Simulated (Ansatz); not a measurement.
Relaxation of Cl5H2W (8 atoms, charge 0, multiplicity 2), to a largest force component of 0.03 eV/Å in at most 50 steps.

All numbers below come from Ansatz 0.2.0, UKS PBE/def2-SVP.

```xyz
8
Properties=species:S:1:pos:R:3:forces:R:3
W 0.000 0.000 -0.321 0.00 0.00 0.05
H 0.000 0.000 2.601 0.00 0.00 1.11
Cl 2.295 -0.025 -0.081 -0.05 0.01 -0.03
Cl -0.025 2.295 -0.081 0.01 -0.05 -0.03
Cl -2.295 0.025 -0.081 0.05 -0.01 -0.03
Cl 0.025 -2.295 -0.081 -0.01 0.05 -0.03
H 0.000 0.000 -2.001 0.00 0.00 0.02
Cl 0.000 0.000 3.934 0.00 0.00 -1.06
```

Question: Where does it end, and by what steps?

Answer: It converged. The force dipped under the threshold on the way, but the program's further checks kept it going. After 6 steps the energy has fallen by 0.035 eV; H2 moved furthest, 0.46 Å.

```tsv
step	energy less start (eV)	largest force component (eV/Å)	accepted
0	0.0000	1.113	yes
1	-0.0283	0.464	yes
2	-0.0323	0.081	yes
3	-0.0341	0.097	yes
4	-0.0345	0.016	yes
5	-0.0347	0.012	yes
6	-0.0348	0.010	yes
```

```xyz
8
Properties=species:S:1:pos:R:3
W 0.000 0.000 -0.452
H 0.000 0.000 3.059
Cl 2.295 -0.024 -0.235
Cl -0.024 2.295 -0.235
Cl -2.295 0.024 -0.235
Cl 0.024 -2.295 -0.235
H 0.000 0.000 -2.130
Cl 0.000 0.000 4.353
```

Whether the end is a true minimum wasn't checked by a vibrational analysis.

Run time: 90 s on 4 threads of Arm Neoverse V1, with other jobs on the host, peak memory 0.41 GiB.
